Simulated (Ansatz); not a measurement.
Basis-set series for BGaH4O (`O[BH][GaH2]`). Total charge 0; spin multiplicity 1. The structure was optimised at the PBE0-D4/def2-TZVP level. It is one conformer, not always the lowest.

| functional | basis | functions | energy (Eh) | HOMO (eV) | LUMO (eV) |
| --- | --- | --- | --- | --- | --- |
| PBE0-D4 | def2-SVP | 80 | -2026.64083 | -7.02 | -1.48 |
| PBE0-D4 | def2-TZVPP | 166 | -2027.00839 | -7.11 | -1.57 |
| ωB97M-V | def2-SVP | 80 | -2026.85920 | -9.12 | 0.25 |
| ωB97M-V | def2-TZVPP | 166 | -2027.23010 | -9.25 | 0.12 |

Question: Give the rows for def2-QZVPP. (Best estimate.)

Answer: Computed: 
```csv
functional,basis,functions,energy (Eh),HOMO (eV),LUMO (eV)
PBE0-D4,def2-QZVPP,323,-2027.05804,-7.13,-1.61
ωB97M-V,def2-QZVPP,323,-2027.27850,-9.27,-0.04
```

Positive LUMOs are unbound and depend on the basis. Scalar relativity is left out up to krypton.
